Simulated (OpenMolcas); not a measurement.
A calculation on Pt III.

- Program: OpenMolcas 26.06
- Method: SS-CASPT2, IPEA 0.25 Eh, imaginary shift 0.1 Eh (closed shells correlated: 5s 5p)
- Basis: ANO-RCC-VQZP [9s8p6d4f2g1h]
- Scalar Hamiltonian: DKH2, point nucleus
- Active space: 8 electrons in 10 orbitals (5d 6d)
- State averaging: 2S+1 = 3 even, 10 roots; 2S+1 = 1 even, 15 roots
- Spin-orbit coupling: RASSI with atomic mean-field integrals over the reference wave functions, term energies averaged over their components

Task: Which level of the active space comes out lowest?

Result: 5d⁸ ³F₄, with 96 % of that term; it is also the measured ground level.

Task: How high does 5d⁸ ³P₀ lie?

Result: 16560 cm⁻¹ above the lowest level; measured 14939 cm⁻¹ above the ground level, so the calculation is off by +11 %.

Task: How high does 5d⁸ ³F₃ lie?

Result: 10100 cm⁻¹ above the lowest level; measured 9752 cm⁻¹ above the ground level, so the calculation is off by +4 %.

Task: How high does 5d⁸ ³P₁ lie?

Result: 19280 cm⁻¹ above the lowest level; measured 16782 cm⁻¹ above the ground level, so the calculation is off by +15 %.

Task: The level at 6090 cm⁻¹ has J = 2. What is it made of, and what is its g factor?

Result: 48 % 5d⁸ ¹D₂, 30 % 5d⁸ ³P, 21 % 5d⁸ ³F; g = 1.082, against 1.000 from Landé's formula for the pure leading term.

Measured values: NIST levels as listed in McCann et al., Mon. Not. R. Astron. Soc. 538, 537 (2025).

CASPT2 does not keep the components of a term degenerate, so their means are used; among the terms shown or strongly mixed into the levels shown the widest spread is 380 cm-1 (5d⁸ ³F). Active for correlation alone: 6d; no level in the range computed is led by a configuration that fills it, so any true level of that kind is missing. Computed and measured levels are paired by configuration, term and J; levels that our copy of the source lacks, or whose pairing is in doubt (as where it misses far off the trend of its configuration), stay unpaired and out of the deviations. Levels of configurations outside the active space are missing.
